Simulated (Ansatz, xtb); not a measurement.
**Two isomers of C5H10N2**

We compare X, `NC1=CCC[C@@H]1N`, a singlet, with Y, `[H]/N=C1/CCC[C@@H]1N`, a singlet. Both are isolated molecules in the gas phase, relaxed with r2SCAN-D4/def2-SVP; the shapes shown needn't be the lowest conformers.

X (Å):

```xyz
17

C    -0.2888    0.6421    1.1494
C     1.0530    0.5705    1.3117
C     1.4441   -0.6916    2.0401
C     0.1839   -1.5686    1.9057
C    -0.9844   -0.5758    1.7321
N    -1.0981    1.6347    0.6544
N    -2.1186   -0.9814    0.9087
H    -1.9900    1.2749    0.3184
H    -0.6665    2.3243    0.0504
H     1.7632    1.3547    1.0352
H     1.6747   -0.4970    3.1082
H     2.3409   -1.1836    1.6229
H     0.0371   -2.2714    2.7423
H     0.2547   -2.1657    0.9781
H    -1.4011   -0.2875    2.7189
H    -2.6980   -1.6594    1.4021
H    -1.7766   -1.4523    0.0680
```

Y (Å):

```xyz
17

C    -0.3762   -0.5441    0.3253
C    -1.5518   -1.5029    0.3351
C    -2.7311   -0.6838    0.8903
C    -2.3686    0.7688    0.5511
C    -0.8556    0.8207    0.8343
N     0.7849   -0.8256   -0.1035
N    -0.0433    1.8935    0.3063
H     1.3578    0.0304   -0.0256
H    -1.3247   -2.4160    0.9075
H    -1.7388   -1.8273   -0.7036
H    -3.7052   -0.9947    0.4835
H    -2.7896   -0.7972    1.9871
H    -2.9477    1.5137    1.1207
H    -2.5370    0.9647   -0.5255
H    -0.7206    0.8083    1.9359
H    -0.2520    2.7770    0.7680
H    -0.2362    2.0232   -0.6882
```

**Question.** Which of the two would you expect CCSD(T)/def2-SVP + ΔMP2/def2-TZVPP electronic energies to favour?

**Answer.** CCSD(T)/def2-SVP + ΔMP2/def2-TZVPP gives E(Y) − E(X) = −1.69 kcal/mol, slightly favouring structure Y, which is too small a margin to settle the true order.

The same difference at several levels:

```
                             level            geometry  E(Y) − E(X) (kcal/mol)  departure from the last row (kcal/mol)  job, with rough time for the two
                r2SCAN-D4/def2-SVP  r2SCAN-D4/def2-SVP                     +0.57                                   +2.26                optimisation, 78 s
                       HF/def2-SVP  r2SCAN-D4/def2-SVP                     −1.75                                   −0.06           part of the CCSD(T) run
                      MP2/def2-SVP  r2SCAN-D4/def2-SVP                     −1.38                                   +0.31           part of the CCSD(T) run
                  CCSD(T)/def2-SVP  r2SCAN-D4/def2-SVP                     −2.66                                   −0.97                      single point
CCSD(T)/def2-SVP + ΔMP2/def2-TZVPP  r2SCAN-D4/def2-SVP                     −1.69                                                        single point, 66 s
```

As drawn, Y has 1 C=N, 1 C–C, 1 C–H in place of 1 C–N, 1 C=C, 1 N–H.

r2SCAN-D4/def2-SVP puts the two in the other order. The largest departure from CCSD(T)/def2-SVP + ΔMP2/def2-TZVPP is that of r2SCAN-D4/def2-SVP, 2.26 kcal/mol. Levels run at GFN2-xTB geometries aren't shown. The last row adds to CCSD(T) the change of the MP2 difference between the two basis sets, here +0.97 kcal/mol.

With thermal terms from frequencies at re-optimised GFN2-xTB minima (ideal gas, soft modes damped towards free rotors, one conformer each, 298.15 K, 1 atm): the zero-point term adds +0.35 kcal/mol; ΔH is −1.50 and ΔG −1.32 kcal/mol.

The correlated steps freeze 7 core orbitals. Run with Ansatz 0.2.0, xtb 6.7.1; the last row on 2 threads of Intel(R) Xeon(R) 6975P-C (Granite Rapids) on a shared host.
